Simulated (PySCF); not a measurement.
**Basis and Hamiltonian dependence of the excitation energy of In⁺**

In⁺ [Kr] 4d10 5s2 (1S) → In⁺ [Kr] 4d10 5s1 5p1 (3P). Calculated with PySCF 2.14 from differences of total energies of unrestricted determinants, without spin-orbit coupling. Values in eV.

```json
{"basis": "Sapporo-DKH3-DZP-2012", "Hamiltonian": "spin-free X2C", "functions": "52", "UHF": "4.136", "r2SCAN": "n/a", "PBE0": "n/a", "MP2 (valence)": "n/a", "CCSD(T) (valence)": "n/a", "CCSD(T) (valence and next inner shell)": "5.364"}
{"basis": "aug-cc-pVTZ-PP with ECP28MDF", "Hamiltonian": "ECP", "functions": "55", "UHF": "4.091", "r2SCAN": "5.391", "PBE0": "5.451", "MP2 (valence)": "4.668", "CCSD(T) (valence)": "4.887", "CCSD(T) (valence and next inner shell)": "n/a"}
{"basis": "def2-TZVPPD with the def2 core potential (28 electrons)", "Hamiltonian": "ECP", "functions": "56", "UHF": "4.085", "r2SCAN": "5.396", "PBE0": "5.449", "MP2 (valence)": "4.667", "CCSD(T) (valence)": "4.887", "CCSD(T) (valence and next inner shell)": "5.467"}
{"basis": "x2c-TZVPPall", "Hamiltonian": "spin-free X2C", "functions": "60", "UHF": "4.135", "r2SCAN": "5.323", "PBE0": "5.412", "MP2 (valence)": "4.702", "CCSD(T) (valence)": "4.924", "CCSD(T) (valence and next inner shell)": "5.510"}
{"basis": "aug-cc-pVTZ-DK3", "Hamiltonian": "spin-free X2C", "functions": "68", "UHF": "4.091", "r2SCAN": "5.294", "PBE0": "5.390", "MP2 (valence)": "4.665", "CCSD(T) (valence)": "4.886", "CCSD(T) (valence and next inner shell)": "n/a"}
{"basis": "aug-cc-pwCVTZ-PP with ECP28MDF", "Hamiltonian": "ECP", "functions": "96", "UHF": "4.075", "r2SCAN": "5.387", "PBE0": "5.444", "MP2 (valence)": "4.672", "CCSD(T) (valence)": "4.882", "CCSD(T) (valence and next inner shell)": "n/a"}
{"basis": "x2c-QZVPPall", "Hamiltonian": "spin-free X2C", "functions": "112", "UHF": "4.084", "r2SCAN": "5.299", "PBE0": "5.391", "MP2 (valence)": "4.682", "CCSD(T) (valence)": "4.885", "CCSD(T) (valence and next inner shell)": "n/a"}
{"basis": "dyall-av2z", "Hamiltonian": "non-relativistic", "functions": "130", "UHF": "3.480", "r2SCAN": "4.578", "PBE0": "4.697", "MP2 (valence)": "4.044", "CCSD(T) (valence)": "4.307", "CCSD(T) (valence and next inner shell)": "n/a"}
{"basis": "dyall-acv2z", "Hamiltonian": "spin-free X2C", "functions": "144", "UHF": "4.125", "r2SCAN": "5.333", "PBE0": "5.417", "MP2 (valence)": "4.691", "CCSD(T) (valence)": "n/a", "CCSD(T) (valence and next inner shell)": "n/a"}
```

Frozen in the all-electron rows: valence and next inner shell: [Ar] 3d10; valence: [Kr] 4d10; with a core potential, the same shells as far as they lie outside it.

Non-relativistic rows lack the scalar-relativistic shift.

Reference for a calculation without spin-orbit coupling: 5.531 eV (measured, between term centres; NIST).
